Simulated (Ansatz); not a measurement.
This singlet lies 1.09 eV below the relaxed triplet at the level B3LYP/cc-pVTZ // PBE0-D3(BJ)/def2-TZVP (Ansatz, an electronic-structure program).

A geometry relaxed with PBE0-D3(BJ)/def2-TZVP run with Ansatz, charge 0, multiplicity 1:

```xyz
4

H     -1.6197    -0.5224     0.0235
N      1.8355    -0.2102     0.1079
Si    -0.9535     0.6726    -0.6385
C      0.7377     0.0600    -0.1398
```

Question: Write the SMILES of this molecule.

Answer: `N#C[SiH]`
